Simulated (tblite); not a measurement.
Species: C6H5F3N (doublet state).
Atom-mapped SMILES: `[F:1][C:2]([F:3])=[C:4]([F:5])[C@H:6]1[CH:7][CH2:8][N:9]=[CH:10]1` (hydrogens: H11 on C6; H12 on C7; H13, H14 on C8; H15 on C10)

The geometry is computed with GFN2-xTB (gas phase). This method treats the open shell by occupation alone, without spin polarisation.

**Question.** Give the optimised bond lengths and angles.

**Answer.** 
```csv
bond,length (Å)
F1–C2,1.325
C2–F3,1.328
C2=C4,1.329
C4–F5,1.348
C4–C6,1.504
C6–C7,1.484
C7–C8,1.483
C8–N9,1.442
N9=C10,1.255
C6–C10,1.526
C6–H11,1.101
C7–H12,1.069
C8–H13,1.098
C8–H14,1.099
C10–H15,1.077
```

A selection of angles:
```csv
angle,degrees
F1–C2–F3,110.7
F1–C2–C4,125.8
F3–C2–C4,123.5
C2–C4–F5,118.4
C2–C4–C6,125.7
F5–C4–C6,115.9
C4–C6–C7,115.3
C4–C6–C10,112.4
C7–C6–C10,99.5
C6–C7–C8,108.7
C7–C8–N9,106.0
C8–N9–C10,110.2
C6–C10–N9,115.6
```

Torsions: F1–C2–C4–F5 -1° (synperiplanar); C2–C4–C6–C7 -39° (synclinal); C4–C6–C7–C8 119° (anticlinal); C6–C7–C8–N9 1° (synperiplanar); C7–C8–N9–C10 -1° (synperiplanar); C8–N9–C10–C6 0° (synperiplanar); C4–C6–C10–N9 -122° (anticlinal).

The 5-membered ring C6–C7–C8–N9–C10 has internal angles of 99.5° to 115.6°; it is planar, 0.01 Å rms from its mean plane, widest ring torsion 1°. C4 (carbon bonded to 2 C and F) is planar (angles 125.7°, 118.4° and 115.9°, sum 360.0°, 0.01 Å off the plane of its three neighbours). C7 (carbon bonded to 2 C and H) is planar (angles 125.5°, 125.5° and 108.7°, sum 359.8°, 0.04 Å off the plane of its three neighbours). The 3 C–F bonds span 1.325 Å (F1–C2, drawn single) to 1.348 Å (C4–F5, drawn single), a spread of 0.023 Å. C2 (carbon bonded to C and 2 F) is planar (angles 125.8°, 123.5° and 110.7°, sum 360.0°, 0.00 Å off the plane of its three neighbours). The 5 C–C bonds span 1.329 Å (C2=C4, drawn double) to 1.526 Å (C6–C10, drawn single), a spread of 0.197 Å. C10 (carbon bonded to C, N and H) is planar (angles 122.4°, 122.0° and 115.6°, sum 360.0°, 0.00 Å off the plane of its three neighbours).

Point group: C1 (no symmetry element, even within 0.4 Å). Its GFN2-xTB frequencies are all real (lowest 26 cm⁻¹). 3 starts were optimised and ended at 0.00, 0.51 and 0.51 kcal/mol (GFN2-xTB); the lowest of these is shown.

Time: 0.64 s. Hardware: one thread of an Arm Neoverse V2, no GPU, shared host with 32 logical CPUs at a one-minute load of 19. That covers the optimisation of the geometry.

One conformer stands for the species.
